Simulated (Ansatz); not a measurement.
Input for Ansatz (a first-principles code):
Ansatz 0.2 input:
```yaml
crystal:
  periodic: [false, false, false]
  atoms:
    - {symbol: O, position_ang: [-0.00000000, -0.00000000, -0.54957278]}
    - {symbol: O, position_ang: [0.00000000, 0.00000000, 0.54957278]}
basis:
  gaussian:
    orbitals: def2-SVP
hamiltonian:
  xc: hse06
total_charge: 1
magnetization: {spin_polarized: true, initial_magnetization: 1}
```

Q: Give the number of basis functions at the level HSE06/def2-SVP (Ansatz).

A: 28

Q: Give the total energy at the level HSE06/def2-SVP.

A: -149.587778 Ha
